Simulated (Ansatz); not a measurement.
The cluster Sr₃O₃. Charge 0, multiplicity 1. Geometry PBE0-D4/def2-SVP.

```xyz
6

Sr   -0.120   -2.262    0.093
Sr   -0.801    2.079    0.417
Sr    0.678    0.297   -2.556
O     0.786    0.142   -0.238
O     0.440   -0.016    1.135
O    -0.983   -0.240    1.148
```

In the def2 sets Sr takes a core potential; there is no spin–orbit coupling. The structure holds 2 bond(s) between oxygen atoms. The restricted singlet is unstable towards broken spin symmetry in Hartree–Fock (as tested in another run); at PBE-D4/def2-TZVP, BLYP-D4/def2-TZVP, r2SCAN-D4/def2-TZVP, B97M-V/def2-TZVP and others this wasn't settled. Another isomer (singlet) lies 7.47 eV lower at PBE0-D4/def2-TZVP; other spin states weren't run for this one.

Task: Estimate the orbital energies around the gap (eV) in Ansatz with PBE-D4/def2-TZVP, BLYP-D4/def2-TZVP, r2SCAN-D4/def2-TZVP, B97M-V/def2-TZVP, PBE0-D4/def2-TZVP.

Result: 
| orbital | PBE-D4/def2-TZVP | BLYP-D4/def2-TZVP | r2SCAN-D4/def2-TZVP | B97M-V/def2-TZVP | PBE0-D4/def2-TZVP |
| --- | --- | --- | --- | --- | --- |
| HOMO−9 | -18.85 | -18.61 | -19.99 | -20.66 | -21.44 |
| HOMO−8 | -12.53 | -12.26 | -12.94 | -12.82 | -13.98 |
| HOMO−7 | -11.63 | -11.38 | -12.08 | -12.00 | -13.29 |
| HOMO−6 | -11.33 | -11.12 | -11.87 | -11.89 | -13.29 |
| HOMO−5 | -7.95 | -7.78 | -8.37 | -8.39 | -9.64 |
| HOMO−4 | -7.60 | -7.42 | -7.95 | -7.94 | -9.10 |
| HOMO−3 | -6.62 | -6.47 | -6.99 | -7.01 | -8.18 |
| HOMO−2 | -5.73 | -5.60 | -6.06 | -6.11 | -7.29 |
| HOMO−1 | -3.56 | -3.42 | -3.60 | -3.55 | -4.08 |
| HOMO | -2.69 | -2.56 | -2.71 | -2.68 | -3.07 |
| LUMO | -2.43 | -2.33 | -2.33 | -2.41 | -2.03 |
| LUMO+1 | -1.78 | -1.61 | -1.64 | -1.64 | -1.15 |
| LUMO+2 | -1.60 | -1.44 | -1.43 | -1.43 | -0.97 |
| LUMO+3 | -1.45 | -1.32 | -1.36 | -1.40 | -0.79 |
| LUMO+4 | -1.40 | -1.23 | -1.32 | -1.36 | -0.77 |
| LUMO+5 | -1.35 | -1.23 | -1.20 | -1.36 | -0.73 |
